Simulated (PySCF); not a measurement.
# Two-component Hartree-Fock for Sb⁴⁺ (antimony, charge +4)

Start: [Kr] 4d10 5s1; 5s1/2 filled at m_j = +1/2. Calculated with PySCF 2.14 in x2c-SVPall-2c (6s8p4d, 50 functions): generalised Hartree-Fock with the X2C-1e Hamiltonian and a Gaussian nucleus; one run each with spin-orbit coupling (SO) switched off, then screened by Boettger's factors.

| spinor shell | electrons | ε, spin-free (eV) | ε, screened SO (eV) | weight of nominal j (screened SO) | rms radius, screened SO (bohr) |
| --- | --- | --- | --- | --- | --- |
| 1s1/2 | 2 | -30682.7 | -30679.8 | 1.000 | 0.0326 |
| 2s1/2 | 2 | -4799.5 | -4798.6 | 1.000 | 0.133 |
| 2p1/2 | 2 | -4307.3 | -4482.4 | 1.000 | 0.115 |
| 2p3/2 | 4 | -4307.3 | -4227.7 | 1.000 | 0.120 |
| 3s1/2 | 2 | -1016.1 | -1015.9 | 1.000 | 0.352 |
| 3p1/2 | 2 | -851.49 | -884.72 | 1.000 | 0.345 |
| 3p3/2 | 4 | -851.49 | -836.25 | 1.000 | 0.356 |
| 3d3/2 | 4 | -600.69 | -606.41 | 1.000 | 0.330 |
| 3d5/2 | 6 | -600.69 | -596.66 | 1.000 | 0.332 |
| 4s1/2 | 2 | -219.12 | -219.08 | 1.000 | 0.839 |
| 4p1/2 | 2 | -166.24 | -172.40 | 1.000 | 0.892 |
| 4p3/2 | 4 | -166.24 | -163.40 | 1.000 | 0.917 |
| 4d3/2 | 4 | -86.662 | -87.424 | 0.986 | 1.09 |
| 5s1/2 | 1 | -53.536 | -53.536 | 1.000 | 2.15 |

Task: Where does 4d5/2 lie, and what is the 4d spin-orbit splitting (screened SO)?

Result: At -86.125 eV, 1.299 eV above 4d3/2.

```tsv
quantity	spin-free	screened SO
E (hartree)	-6473.17503	-6474.79970
M_J	1/2	1/2
⟨J²⟩	0.750	0.750
⟨L²⟩	0.000	0.017
⟨S²⟩	0.750	0.767
```

Each row is a mean over spinors that exchange with the open shell spreads, by up to 0.658 eV (4s1/2).

Breit and QED terms are absent; they matter most for the inner s and p1/2 levels.

Densities and radii are taken from the X2C orbitals without a picture-change correction, which distorts them close to the nucleus.

Without spin-orbit coupling the j labels of p, d and f shells carry no meaning; the spin-free column gives the mean over the occupied spinors of each nl shell.
